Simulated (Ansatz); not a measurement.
System: sum formula CrOF2 (charge 0, triplet). The spin state was set by rule; other spins were not relaxed. SMILES: [O]=[Cr]([F])[F]
Geometry: optimised at B3LYP-D3(BJ)/def2-TZVP (Ansatz, a first-principles code).

Parts of the frozen-core correlation energy in def2-SVPD (Ansatz, hartree). Frozen orbitals: 12; correlated occupied orbitals by spin: 14 and 12; virtual: 77 and 79. UHF or UKS for open shells. No spin-orbit coupling. No relativistic terms. The program attaches cautions to this run: large difference.

```tsv
term	value
reference (HF)	-1316.72420
MP2 opposite-spin	?
MP2 same-spin	?
CCSD correlation	-0.75633
(T)	?
T1 diagnostic	0.089
largest doubles amplitude	0.115
<S^2> of the reference	2.859
```

Task: Some entries are withheld; supply them.

Result: 
- MP2 opposite-spin, value: -0.47749
- MP2 same-spin, value: -0.21712
- (T), value: -0.03780
